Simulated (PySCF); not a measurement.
**InC⁺ at HSE06**

Computed with HSE06; In def2-SVP with ECP28, C def2-SVP; scalar-relativistic core potentials (PySCF 2.14).

```
state                                                                                                             : ³Π (triplet), unpaired electrons σ ↑, π ↑
bond length                                                                                                       : 5.427 bohr
harmonic wavenumber                                                                                               : 163 cm⁻¹
force constant                                                                                                    : 0.169 mdyn/Å
rotational constant Be                                                                                            : 0.1881 cm⁻¹
anharmonicity ωexe                                                                                                : 2.32 cm⁻¹
vibration–rotation constant αe                                                                                    : 0.00327 cm⁻¹
well depth De to In⁺ + C                                                                                          : 34 kJ/mol
dissociation energy D0                                                                                            : 33 kJ/mol
bond order (Mayer)                                                                                                : 0.28
dipole moment (positive dipole points towards C; it is taken about the centre of mass and depends on that origin) : 0.80 D
```

The bond is weak. Basis-set superposition, not corrected here, can be much of De in a small basis, most of all at correlated wavefunction levels. Spin–orbit coupling is left out, which matters for elements this heavy, above all for dissociation energies. For an ion De counts to the pair picked by the measured ionisation energies or electron affinities, which need not be the lowest pair at this level. The state is the lowest determinant that a PBE0 search found; another state may lie lower at other levels.
